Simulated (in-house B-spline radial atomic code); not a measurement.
Relativistic effects in Cr8+, [Ne] 3s2 3p4: non-relativistic Hartree-Fock (point nucleus) against Dirac-Hartree-Fock (Fermi nucleus of rms radius 3.6452 fm), both averages of the configuration, computed with a radial B-spline atomic code at the basis-set limit.

```
orbital  ε NR (Eh)  ε Dirac (Eh)  <r> NR (bohr)  <r> Dirac (bohr)  change of <r> (%)
  1s1/2    -227.21       -228.94        0.06415           0.06351               -1.0
  2s1/2    -32.988       -33.341         0.2928            0.2898               -1.0
  2p1/2    -28.914             ?         0.2592                 ?                  ?
  2p3/2    -28.914       -28.861         0.2592             0.259               -0.1
  3s1/2    -8.9776             ?          0.823                 ?                  ?
  3p1/2    -7.7764       -7.8237         0.8357            0.8301               -0.7
  3p3/2    -7.7764       -7.7721         0.8357            0.8353               -0.1
```

Q: What happens to 3s1/2?

A: Its energy goes to -9.0441 hartree and <r> to 0.8173 bohr (-0.70 %).

Q: What happens to 2p1/2?

A: Its energy goes to -29.186 hartree and <r> to 0.2562 bohr (-1.13 %).

Q: What explains the pattern of contraction and expansion?

A: The s and p1/2 orbitals contract directly, as their density near the nucleus moves at relativistic speed. Nothing expands appreciably in this ion.

Q: By how much does the total energy change?

A: By -6.479 hartree, from -1021.232 to -1027.711.
